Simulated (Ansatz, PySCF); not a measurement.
FH3N2SW, SMILES [W]([F])(=[S])(=[NH])[NH2], multiplicity 1.

Coordinates come from a PBE-D3(BJ)/def2-SVP optimisation. The multiplicity is an assumed one; no other spin state was optimised. The structure was generated by enumeration; whether it is a known compound was not checked. The def2 effective core potentials stand for the cores of W; spin–orbit coupling is left out. Other conformers were not sampled.

Vertical ionisation energy (IE) and electron affinity (EA) in eV. Rows of orbital energies are one-electron estimates. Where ΔSCF, EOM or ADC give a negative EA the extra electron is unbound and the value depends on the basis.

| level | IE | EA |
|---|---|---|
| −ε(HOMO), −ε(LUMO), B3LYP/def2-TZVP (PySCF) | [?] | [?] |
| −ε(HOMO), −ε(LUMO), PBE/def2-TZVP (PySCF) | 6.28 | 2.74 |
| ΔSCF, CAM-B3LYP/def2-SVPD (Ansatz), final states of multiplicity 2 and 2 | 9.55 | 0.57 |
| ΔSCF, PBE/def2-SVPD (Ansatz), final states of multiplicity 2 and 2 | 9.33 | 0.16 |

Q: Some entries are withheld; supply them. (An estimate is asked for; the answer gives what the named calculation found.)

A: 
- −ε(HOMO), −ε(LUMO), B3LYP/def2-TZVP (PySCF), IE: 7.23
- −ε(HOMO), −ε(LUMO), B3LYP/def2-TZVP (PySCF), EA: 2.22

Q: What vertical singlet–triplet gap does ΔSCF give with CAM-B3LYP/def2-SVPD (Ansatz, a first-principles code) and with PBE/def2-SVPD (Ansatz)? (The exact figures need the calculation; the answer reports its results.)

A: 3.18 and 3.44 eV (triplet above singlet where positive).
